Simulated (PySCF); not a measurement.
Geometries of 2 isomers of C4H10GeSi, from PySCF, PBE0-D3(BJ)/def2-SVP geometry optimisation, gas phase. One conformer each, no zero-point energy, no frequencies.

Question: Which isomer lies lower at this level?
A.
```xyz
16
angstrom
C      3.976   -0.376   -0.017
C      2.906    0.180    0.152
Si     1.252    0.947    0.395
C     -0.089   -0.340    0.101
C      0.085   -1.585    0.977
Ge    -1.884    0.441    0.313
H      4.928   -0.855   -0.165
H      1.180    1.471    1.793
H      1.108    2.089   -0.558
H     -0.015   -0.616   -0.967
H     -0.669   -2.355    0.747
H      1.078   -2.041    0.835
H     -0.012   -1.342    2.048
H     -2.941   -0.623   -0.046
H     -2.064    1.666   -0.603
H     -2.093    0.873    1.778
```
B.
```xyz
16
angstrom
C     -2.397    0.672    0.440
C     -2.267   -0.844    0.546
Si    -0.749   -1.416    1.501
C      0.771   -0.786    0.674
C      1.755   -0.346    0.094
Ge     3.294    0.335   -0.791
H     -3.287    0.964   -0.139
H     -2.481    1.142    1.433
H     -1.519    1.115   -0.056
H     -2.219   -1.304   -0.456
H     -3.152   -1.283    1.040
H     -0.681   -2.908    1.555
H     -0.771   -0.885    2.898
H      4.328    0.753    0.264
H      3.872   -0.763   -1.695
H      2.882    1.550   -1.635
```

Answer: B. That is `CC[SiH2]C#[C][GeH3]`, 7.6 kcal/mol below the other.

```json
{"SMILES": "CC[SiH2]C#[C][GeH3]", "atoms numbered as above": "[CH3:1][CH2:2][SiH2:3][C:4]#[C:5][GeH3:6]", "E (Eh)": "-2523.84488", "relative (kcal/mol)": "0.0", "relative (kJ/mol)": "0.0", "dipole (D)": "0.82"}
{"SMILES": "C#C[SiH2][C@@H](C)[GeH3]", "atoms numbered as above": "[CH:1]#[C:2][SiH2:3][C@@H:4]([CH3:5])[GeH3:6]", "E (Eh)": "-2523.83283", "relative (kcal/mol)": "7.6", "relative (kJ/mol)": "31.6", "dipole (D)": "1.12"}
```
